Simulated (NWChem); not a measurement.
Correlation energy of AlP

SMILES: [Al]=[P]
```xyz
2

Al     0.0000     0.0000     1.1825
P      0.0000     0.0000    -1.0249
```
Charge 0, spin multiplicity 3.

Program: NWChem. All single points use one geometry, from UPBE0/def2-SVP, a minimum by its harmonic frequencies.

Basis set: cc-pVDZ. Each correlation energy counts from its own Hartree-Fock reference.

The correlated methods keep 10 core orbitals frozen. This spin state was chosen for the runs; another may lie lower. The structure started from a generated list of species. The unpaired electrons of the parent sit in orbitals of symmetry a1 and b2 (C2v labels of the run); other states weren't searched. No SCF solution was tested for a lower state. Open-shell Hartree-Fock references start from PBE0 orbitals. No row is a measurement; the coupled-cluster row has its own basis-set and correlation limits.

```tsv
method	correlation energy (mHa)
CCSD(T) on ROHF	___
CCSD[T] on ROHF	___
CCSD on ROHF	-166.0
CCSD on UHF	-157.9
CCSDT on ROHF	-176.1
URI-MP2	-129.4
CCSD[T] on UHF	-166.3
SCS-UMP2	___
UMP2	-129.4
CCSD(T) on UHF	___
```

Complete the blanks.


- CCSD(T) on ROHF, correlation energy (mHa): -175.1
- CCSD[T] on ROHF, correlation energy (mHa): -175.7
- SCS-UMP2, correlation energy (mHa): -128.5
- CCSD(T) on UHF, correlation energy (mHa): -165.7
